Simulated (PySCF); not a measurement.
CH5BNP.
Cartesian coordinates in Å at the PBE0-D3(BJ)/def2-SVP level; atoms count from 1:
```xyz
9
CH5BNP angstrom
N      2.5831   -1.0393   -0.2474
C      1.7415   -0.2458   -0.1496
B      0.5602    0.7723   -0.0127
P     -1.0414   -0.3288    0.0623
H      0.5420    1.3840    1.0399
H      0.3839    1.4778   -0.9893
H     -1.3123   -1.1572   -1.0514
H     -2.2588    0.3782    0.1912
H     -1.1404   -1.2584    1.1233
```

Theory: MP2 and CCSD/aug-cc-pVDZ in PySCF, restricted Hartree–Fock reference, frozen core, non-relativistic, gas phase, PBE0-D3(BJ)/def2-SVP geometry.

E(HF) = -460.65176 Eh.

Task: How large is the problem?

Result: 141 basis functions and 38 electrons; 8 orbitals frozen, which leaves o = 11 correlated occupied and v = 122 virtual orbitals. That is o·v = 1342 singles and o·v(o·v + 1)/2 = 901153 distinct closed-shell doubles amplitudes before symmetry; the costliest CCSD step grows as o²v⁴ = 2.7 × 10^10.

Task: What are the MP2 and CCSD correlation energies?

Result: MP2 -0.5308 Eh and CCSD -0.5736 Eh, which gives totals of -461.18261 and -461.22540 Eh. That is 0.710 eV for each correlated electron at CCSD (1506 kJ/mol in all, 0.124 % of the total energy); MP2 gives 92.5 % of the CCSD value.

Task: What is the T1 diagnostic?

Result: 0.0134, below the customary warning level of 0.02. It is the norm of the spatial-orbital singles amplitudes over the root of the number of correlated electrons, so the norm is 0.063.

Task: How does correlation change the dipole moment?

Result: HF gives 7.20 D and CCSD (unrelaxed density) 6.82 D, a change of -0.38 D.

No triples correction and no basis-set extrapolation were made.
